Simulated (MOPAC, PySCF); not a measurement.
Conformational energy of SMILES Cc1cccc(-c2cccs2)c1 (C11H10S). Scanned: dihedral C5–C6–C7–S11; all other coordinates were relaxed at GFN2-xTB. Points at φ and −φ are mirror images. Heavy atoms are numbered in the order of the SMILES Cc1cccc(-c2cccs2)c1, hydrogens after them in the order of the atoms that carry them; the mirror image has the same energies with the sign of each dihedral reversed.

Levels: RKS-B3LYP/6-31G* = restricted B3LYP/6-31G*, spherical d, density fitting // GFN2-xTB (PySCF); AM1, restricted, heats of formation // GFN2-xTB (MOPAC); RKS-B3LYP/3-21G = restricted B3LYP/3-21G, density fitting // GFN2-xTB (PySCF).

Energies in kJ/mol, each method relative to its own lowest point.

| φ / ° | RKS-B3LYP/6-31G* | AM1 | RKS-B3LYP/3-21G |
|---|---|---|---|
| -150 | 0.1 | 0.0 | 0.1 |
| -120 | 5.4 | 3.4 | 5.2 |
| -90 | 11.8 | 4.8 | 10.1 |
| -60 | 5.3 | 3.2 | 5.1 |
| -30 | 0.0 | 0.0 | 0.0 |
| 0 | 1.8 | 0.2 | 0.4 |
| 30 | 0.0 | 0.0 | 0.0 |
| 60 | 5.3 | 3.2 | 5.1 |
| 90 | 11.8 | 4.8 | 10.1 |
| 120 | 5.4 | 3.4 | 5.2 |
| 150 | 0.1 | 0.0 | 0.1 |
| 180 | 1.8 | 0.2 | 0.4 |
